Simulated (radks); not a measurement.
Kinetic energies: the exact non-interacting value of the Kohn-Sham orbitals and orbital-free approximations, as 100 (|E| - |E exact|)/|E exact|, negative where the magnitude is too small. Species: Re2+ [Xe] 4f14 5d5; Au68+ [Ne] 3s1. Calculated with a radial shooting solver on a logarithmic mesh with Libxc functionals: non-relativistic Kohn-Sham, LDA (Slater exchange, Perdew-Wang correlation), spin-polarised, spherical densities, point nucleus. Every spin shell is full or empty, so the densities are truly spherical. Functionals are evaluated on that one density, not self-consistently.

| functional | Re2+ | Au68+ |
|---|---|---|
| exact (hartree) | 15773.9 | 12075.4 |
| Thomas-Fermi | -4.75 | -6.17 |
| von Weizsacker | -63.82 | -46.08 |
| TF + vW | +31.43 | +47.75 |
| TF + vW/9 | -0.73 | -0.18 |
| TF + vW/5 | +2.49 | +4.61 |
| LC94 | -0.02 | +0.49 |
| APBEK | +0.01 | +0.57 |
| revAPBEK | +0.15 | +0.86 |
| Perdew 92 | -0.72 | -0.17 |
| Thakkar | -0.80 | +0.11 |
| Pearson | -0.89 | -0.99 |
| LKT | +16.27 | +27.11 |
| PG1 | +12.68 | +22.01 |
| DePristo-Kress | -0.23 | +0.45 |
| Ernzerhof | -0.51 | +0.49 |
